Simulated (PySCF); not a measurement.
**Where the electron goes**

Compound: C4H9OPSi.
Z-matrix (Å and degrees, PBE0-D3(BJ)/def2-SVP geometry), rows numbered from 1:
```
O 
P   1  1.4931
C   2  1.8138  1  120.10
C   3  1.3450  2  112.31  1  -133.17
Si  4  1.8811  3  123.05  2   178.99
C   4  1.5170  3  115.91  2    -1.49
C   6  1.5328  4  109.16  3    12.98
H   2  1.4318  1  114.19  3   123.88
H   3  1.0932  2  123.27  1    46.41
H   5  1.4956  4  109.95  3   120.14
H   5  1.4909  4  109.59  3    -0.71
H   5  1.4952  4  109.18  3  -121.52
H   6  1.1044  4  108.52  3  -107.96
H   6  1.1027  4  110.87  3   136.66
H   7  1.0988  2  112.11  1   -93.02
H   7  1.1019  2  104.03  1    23.07
```

Theory: PySCF, TDDFT B3LYP/def2-SVPD, vertical, gas phase, core orbitals frozen in the response.

Kohn–Sham orbitals with the atoms that hold most of them (Löwdin shares over 4%, at most four atoms; ? is withheld):

```tsv
orbital	ε (eV)	atoms
HOMO-3	-9.41	C4 26%, Si5 18%, O1 16%, C6 9%
HOMO-2	-8.09	C3 32%, C4 27%, O1 9%, C6 7%
HOMO-1	-7.54	?
HOMO	?	?
LUMO	-1.49	C4 32%, C3 29%, P2 9%, Si5 8%
LUMO+1	-0.22	Si5 26%, C6 11%, H14 7%, H13 7%
LUMO+2	0.41	Si5 47%, H12 14%, H10 13%, H11 8%
```

Q: Which atoms hold the HOMO-1, and with what shares?

A: O1 (bonded to P) 63%; P2 (bonded to 2 C, O and H) 17%; H8 (bonded to P) 9%.

Q: Give the leading atoms of the HOMO.

A: O1 (bonded to P) 56%; P2 (bonded to 2 C, O and H) 12%; C3 (bonded to C, P and H) 10%; C7 (bonded to C, P and 2 H) 8%. By element: oxygen 56%, carbon 18% or more, phosphorus 12%.

Q: What is the HOMO energy, and the HOMO–LUMO gap?

A: ε(HOMO) = -7.47 eV; the gap is 5.98 eV (0.2196 hartree).

Q: The HOMO–LUMO gap is 5.98 eV. Where does the response calculation put the lowest singlet, and from which orbitals?

A: S1 is at 4.96 eV (f = 0.0085), 1.02 eV below the gap, made of HOMO→LUMO (84%), HOMO-1→LUMO (13%). 

Q: One configuration dominates each of S1, S2, S3, S4, S5 and S7. Which, and how do the shares of the two leading atoms of either orbital change from the occupied to the empty one?

A: 
- S1 (4.96 eV, f 0.0085), HOMO→LUMO (84%): O1 56% → at most 8%, P2 12% → 9%, C4 at most 8% → 32%, C3 10% → 29%
- S2 (5.11 eV, f 0.0032), HOMO-1→LUMO (86%): O1 63% → at most 8%, P2 17% → 9%, C4 at most 4% → 32%, C3 at most 4% → 29%
- S3 (6.30 eV, f 0.291), HOMO-2→LUMO (88%): C3 32% → 29%, C4 27% → 32%
- S4 (6.46 eV, f 0.0045), HOMO→LUMO+1 (92%): O1 56% → at most 7%, P2 12% → at most 7%, Si5 at most 8% → 26%, C6 at most 8% → 11%
- S5 (6.62 eV, f 0.017), HOMO-1→LUMO+1 (93%): O1 63% → at most 7%, P2 17% → at most 7%, Si5 at most 4% → 26%, C6 at most 4% → 11%
- S7 (6.95 eV, f 0.0056), HOMO-2→LUMO+1 (92%): C3 32% → at most 7%, C4 27% → at most 7%, Si5 at most 8% → 26%, C6 7% → 11%

Löwdin shares depend on the basis, the more so with diffuse functions.

The run took 5.4 min of wall time (grids of density and orbitals included) on one thread of an Arm Neoverse V1, on a shared host, and the process peaked at 0.93 GiB of memory.

One conformer stands for the species.
